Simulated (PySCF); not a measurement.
Correlation energy of Ru(3+) (ruthenium, charge +3)

[Kr] 4d5, high-spin 6S determinant. Computed with PySCF 2.14 in ANO-RCC-VTZP (7s6p4d2f1g, 68 functions), with scalar relativity by spin-free X2C-1e. Frozen: [Kr]; 5 electrons correlated.

```
  level  correlation energy (mhartree)
   CCSD                         -66.93
    (T)                          -0.66
CCSD(T)                         -67.59
```

Diagnostics: T1 = 0.00045, D1 = 0.0006, largest double amplitude 0.022.

Q: Is a single reference adequate?

A: Yes, within this model without spin-orbit coupling: T1 lies below 0.03 and no double amplitude reaches 0.07.
